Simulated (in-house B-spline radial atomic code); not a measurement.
**Ionising Fe⁶⁺ with different functionals**

Computed with a radial B-spline atomic code at the basis-set limit: four-component Dirac-Coulomb Hamiltonian, Fermi nucleus of rms radius 3.7377 fm, spin-restricted, spherical fractional occupations for the functionals, and exact exchange of hybrids averaged over the configuration. The ionisation energy is the difference of two self-consistent energies, [Ar] 3d2 → [Ar] 3d1, without Breit or QED terms; ε is the level of the shell that loses the electron (mean over j). The electron is taken from both j subshells in proportion to 2j + 1, so the result is a j average, not the step between ground levels.

| method | rung | ΔSCF (eV) | -ε(3d) (eV) |
| --- | --- | --- | --- |
| B3LYP | global hybrid | 123.62 | 113.46 |
| CAM-B3LYP | range-separated hybrid | 123.58 | 115.47 |
| LC-wPBE | range-separated hybrid | 123.50 | 116.10 |
| HSE06 | range-separated hybrid | 123.44 | 113.59 |

Question: Among the functionals, which spreads more, the ΔSCF values or the orbital energies?

Answer: The orbital energies: ΔSCF values span about 0.19 eV and the orbital energies 2.64 eV; here energy differences depend much less on the functional than eigenvalues do.

Question: How do they compare with the NIST value?

Answer: NIST lists 124.967 eV ± 0.0025 (measured, ground level to ground level). Errors run from -1.53 to -1.34 eV. The correlated functionals all miss on the same side by more than they spread, so the cause is common to them (Breit-QED terms, spin polarisation, the choice among j levels, multiplet and fine-structure energies, or a listed next ion that isn't the cheapest removal here) and closeness doesn't rank the functionals.
